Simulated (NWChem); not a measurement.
The numbers come from NWChem runs, not from measurements. System: H4Al2Br2, charge 0, spin multiplicity 1, displaced from the optimised geometry. The structure started from a generated list of species. Level: BLYP/def2-SVP.

Job file:

```
start mol
memory heap 200 mb stack 900 mb global 1100 mb
geometry units angstroms nocenter noautoz
  Al     0.000000    -1.750132     0.006551
  Al     0.000000     1.750132     0.006551
  Br    -1.843571     0.000000    -0.003035
  H      0.000000    -2.473752    -1.444274
  H      0.000000    -2.457609     1.465335
  Br     1.843571     0.000000    -0.003035
  H      0.000000     2.473752    -1.444274
  H      0.000000     2.457609     1.465335
  symmetry group C2v
end
basis spherical
  * library def2-svp
end
dft
  xc becke88 lyp
  semidirect memsize 60000000 filesize 0
  iterations 100
  grid xfine
end
task dft gradient
```

Output (cleaned and shortened):

```
             Northwest Computational Chemistry Package (NWChem) 7.3.0
             --------------------------------------------------------

                                NWChem Input Module
                                -------------------

 Scaling coordinates for geometry "geometry" by  1.889725989
 (inverse scale =  0.529177249)

 Turning off AUTOSYM since
 SYMMETRY directive was detected!

                             Geometry "geometry" -> ""
                             -------------------------

 Output coordinates in angstroms (scale by  1.889725989 to convert to a.u.)

  No.       Tag          Charge          X              Y              Z
 ---- ---------------- ---------- -------------- -------------- --------------
    1 Al                  13.0000     0.00000000    -1.75013200     0.00655100
    2 Al                  13.0000     0.00000000     1.75013200     0.00655100
    3 Br                  35.0000    -1.84357100     0.00000000    -0.00303500
    4 H                    1.0000     0.00000000    -2.47375200    -1.44427400
    5 H                    1.0000     0.00000000    -2.45760900     1.46533500
    6 Br                  35.0000     1.84357100     0.00000000    -0.00303500
    7 H                    1.0000     0.00000000     2.47375200    -1.44427400
    8 H                    1.0000     0.00000000     2.45760900     1.46533500

 Effective nuclear repulsion energy (a.u.)     647.6551971610

            Nuclear Dipole moment (a.u.)
            ----------------------------
        X                 Y               Z
 ---------------- ---------------- ----------------
     0.0000000000     0.0000000000    -0.0000037795

      Symmetry information
      --------------------

 Group name             C2v
 Group number             16
 Group order               4
 No. of unique centers     4

      Symmetry unique atoms

     1    3    4    5


 Summary of "ao basis" -> "" (spherical)
 ------------------------------------------------------------------------------
       Tag                 Description            Shells   Functions and Types
 ---------------- ------------------------------  ------  ---------------------
 *                          def2-svp                  on all atoms

                                 NWChem DFT Module
                                 -----------------

 Summary of "ao basis" -> "ao basis" (spherical)
 ------------------------------------------------------------------------------
       Tag                 Description            Shells   Functions and Types
 ---------------- ------------------------------  ------  ---------------------
 Al                         def2-svp                 8       18   4s3p1d
 Br                         def2-svp                12       32   5s4p3d
 H                          def2-svp                 3        5   2s1p

 Summary of "ao basis" -> "ao basis" (spherical)
 ------------------------------------------------------------------------------
       Tag                 Description            Shells   Functions and Types
 ---------------- ------------------------------  ------  ---------------------
 Al                         def2-svp                 8       18   4s3p1d
 Br                         def2-svp                12       32   5s4p3d
 H                          def2-svp                 3        5   2s1p

      Symmetry analysis of basis
      --------------------------

        a1         43
        a2         17
        b1         29
        b2         31
[...]
   Bfn.  Coefficient  Atom+Function         Bfn.  Coefficient  Atom+Function
  ----- ------------  ---------------      ----- ------------  ---------------
     3      0.759959  1 Al s                 21     -0.759959  2 Al s
    12      0.471512  1 Al py                30      0.471512  2 Al py
    52      0.313685  3 Br py                94      0.313685  6 Br py
     9      0.266985  1 Al py                27      0.266985  2 Al py
     2      0.244287  1 Al s                 20     -0.244287  2 Al s

 Vector   53  Occ=0.000000D+00  E=-2.806417D-02  Symmetry=a1
              MO Center=  6.7D-15, -1.7D-13,  5.3D-03, r^2= 5.7D+00
   Bfn.  Coefficient  Atom+Function         Bfn.  Coefficient  Atom+Function
  ----- ------------  ---------------      ----- ------------  ---------------
    12      0.486990  1 Al py                30     -0.486990  2 Al py
    51     -0.458043  3 Br px                93      0.458043  6 Br px
     3      0.383117  1 Al s                 21      0.383117  2 Al s
    41     -0.318252  3 Br s                 83     -0.318252  6 Br s
    40     -0.313107  3 Br s                 82     -0.313107  6 Br s

 center of mass
 --------------
 x =   0.00000000 y =   0.00000000 z =  -0.00077323

 moments of inertia (a.u.)
 ------------------
         708.256353851300           0.000000000000           0.000000000000
           0.000000000000        1970.403732403496           0.000000000000
           0.000000000000           0.000000000000        2617.692960140643

     Multipole analysis of the density
     ---------------------------------

     L   x y z        total         alpha         beta         nuclear
     -   - - -        -----         -----         ----         -------
     0   0 0 0     -0.000000    -50.000000    -50.000000    100.000000

     1   1 0 0     -0.000000     -0.000000     -0.000000      0.000000
     1   0 1 0     -0.000000     -0.000000     -0.000000      0.000000
     1   0 0 1     -0.001136     -0.000566     -0.000566     -0.000004

     2   2 0 0    -47.102433   -448.352140   -448.352140    849.601846
     2   1 1 0     -0.000000     -0.000000     -0.000000      0.000000
     2   1 0 1      0.000000      0.000000      0.000000      0.000000
     2   0 2 0    -49.254244   -210.243179   -210.243179    371.232113
     2   0 1 1      0.000000      0.000000      0.000000      0.000000
     2   0 0 2    -52.841152    -41.540513    -41.540513     30.239875

            General Information
            -------------------
          SCF calculation type: DFT
          Wavefunction type:  closed shell.
          No. of atoms     :     8
          No. of electrons :   100
           Alpha electrons :    50
            Beta electrons :    50
          Charge           :     0
          Spin multiplicity:     1
          Use of symmetry is: on ; symmetry adaption is: on
          Maximum number of iterations: 100
          AO basis - number of functions:   120
                     number of shells:    52
          Convergence on energy requested:  1.00D-06
          Convergence on density requested:  1.00D-05
          Convergence on gradient requested:  5.00D-04

              XC Information
              --------------
                    Becke 1988 Exchange Functional  1.000
              Lee-Yang-Parr Correlation Functional  1.000

             Grid Information
             ----------------
          Grid used for XC integration:  xfine
          Radial quadrature: Mura-Knowles
          Angular quadrature: Lebedev.
          Tag              B.-S. Rad. Rad. Pts. Rad. Cut. Ang. Pts.
          ---              ---------- --------- --------- ---------
          Al                  1.25      125          13.0      1454
          Br                  1.15      160          11.0      1454
          H                   0.35      100          14.0      1202
          Grid pruning is: on
          Number of quadrature shells:   485
          Spatial weights used:  Erf1

          Convergence Information
          -----------------------
          Convergence aids based upon iterative change in
          total energy or number of iterations.
          Levelshifting, if invoked, occurs when the
          HOMO/LUMO gap drops below (HL_TOL):  1.00D-02
          DIIS, if invoked, will attempt to extrapolate
          using up to (NFOCK): 10 stored Fock matrices.

                    Damping( 0%)  Levelshifting(0.5)       DIIS
                  --------------- ------------------- ---------------
          dE  on:    start            ASAP                start
          dE off:    2 iters        100 iters           100 iters

      Screening Tolerance Information
      -------------------------------
          Density screening/tol_rho:  1.00D-10
          AO Gaussian exp screening on grid/accAOfunc:  14
          CD Gaussian exp screening on grid/accCDfunc:  20
          XC Gaussian exp screening on grid/accXCfunc:  20
          Schwarz screening/accCoul:  1.00D-08

                            NWChem DFT Gradient Module
                            --------------------------

  charge          =   0.00
  wavefunction    = closed shell

  Using symmetry

                         DFT ENERGY GRADIENTS

    atom               coordinates                        gradient
                 x          y          z           x          y          z
   1 Al      0.000000  -3.307270   0.012380    0.000000   0.004811  -0.000018
   2 Al      0.000000   3.307270   0.012380    0.000000  -0.004811  -0.000018
   3 Br     -3.483844   0.000000  -0.005735   -0.004751   0.000000  -0.000031
   4 H       0.000000  -4.674713  -2.729282    0.000000  -0.004083  -0.008505
   5 H       0.000000  -4.644208   2.769082    0.000000  -0.003989   0.008554
   6 Br      3.483844   0.000000  -0.005735    0.004751   0.000000  -0.000031
   7 H       0.000000   4.674713  -2.729282    0.000000   0.004083  -0.008505
   8 H       0.000000   4.644208   2.769082    0.000000   0.003989   0.008554

                 ----------------------------------------
                 |  Time  |  1-e(secs)   |  2-e(secs)   |
                 ----------------------------------------
                 |  CPU   |       0.00   |       2.12   |
                 ----------------------------------------
                 |  WALL  |       0.00   |       2.12   |
                 ----------------------------------------

 Task  times  cpu:        7.0s     wall:        7.0s

 Total times  cpu:        7.0s     wall:        7.0s
```
